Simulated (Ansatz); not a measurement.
Reaction (ligand exchange at the Al–C bond): `[NH2][AlH][CH]1CC1` + `CNC` → `C[N](C)[AlH][NH2]` + `C1CC1`

Isolated molecules relaxed with PBE0-D4/def2-TZVP in Ansatz; ΔE leaves out vibrations. CCSD(T)/CBS is the MP2 limit (def2-TZVPP, def2-QZVPP) plus CCSD(T) − MP2 in def2-TZVPP, frozen cores. Each species was taken in one conformer, which may not be the lowest.

```
             level  ΔE (kJ/mol)
SCS-MP2/def2-TZVPP        -85.7
     MP2/CBS(def2)        -83.8
```

Question: What does CCSD(T)/CBS give? (An estimate is asked.)

Answer: Computed: -82.4 kJ/mol. The listed levels differ from it by -3.3, -1.4 kJ/mol.

Largest T1 diagnostic among the species: 0.011.
